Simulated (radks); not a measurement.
Values are calculated unless marked as measured or tabulated.
Q: C, 6 electrons, occupied as [He] 2s2 2p2 (the NIST ground configuration). Code: a radial shooting solver on a logarithmic mesh with Libxc functionals. Model: scalar-relativistic Kohn-Sham, SOGGA, spin-polarised, spherical densities, finite nucleus; open shells are filled with parallel spins first; Fermi nuclear charge, rms radius 2.4702 fm. Some entries of the table are withheld. Estimate them.

orbital,occ.,eigenvalue (hartree),r(max) (bohr),<1/r> (bohr^-1)
1s up,1,-9.98198,(1),5.627
1s down,1,-9.95092,(2),5.639
2s up,1,-0.53170,1.212,0.9268
2s down,1,-0.42793,1.230,0.8981
2p up,2,-0.21968,1.195,0.7823
2p down,0,-0.12428,1.246,0.7267

A: 
(1) 1s up r(max) (bohr): 0.1746
(2) 1s down r(max) (bohr): 0.1744
